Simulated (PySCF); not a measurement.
# Shapes and spin states of MnI2

Level of theory: PBE in PySCF with Mn def2-SVP, I def2-SVP with ECP28; scalar-relativistic core potentials, no spin–orbit coupling; density-fitted integrals.

Relaxations began from a few typed shapes and spin states; open shells are unrestricted. The search is not exhaustive: other isomers or separated fragments can lie lower, and high-lying points may rest on an excited occupation.

Task: Which is the lowest minimum found?
A. sextet D∞h: Mn–I 2.521 Å (×2); I–Mn–I 180.0°
B. broken-symmetry Ms = 3/2 (⟨S²⟩ 4.68) D∞h: Mn–I 2.495 Å (×2); I–Mn–I 180.0°
C. broken-symmetry Ms = 1/2 (⟨S²⟩ 2.65) D∞h: Mn–I 2.483 Å (×2); I–Mn–I 180.0°

Result: A. The others lie at 149.2 (broken-symmetry Ms = 3/2 D∞h), 229.4 (broken-symmetry Ms = 1/2 D∞h) kJ/mol above it.

Formally Mn is in oxidation state +2, d5, with 5 unpaired electrons (the high-spin count). The Mulliken spin on Mn is 4.93. The polar-tensor charge on Mn, 1.11, is far below the formal one.

For the lowest minimum: with open d or f shells other occupations or spin states may lie lower. No spin–orbit coupling is included, which matters more the heavier the element.

The electron or spin density has lower symmetry than the nuclear frame for the broken-symmetry Ms = 3/2 (⟨S²⟩ 4.68) D∞h at 149.2 kJ/mol, broken-symmetry Ms = 1/2 (⟨S²⟩ 2.65) D∞h at 229.4 kJ/mol.
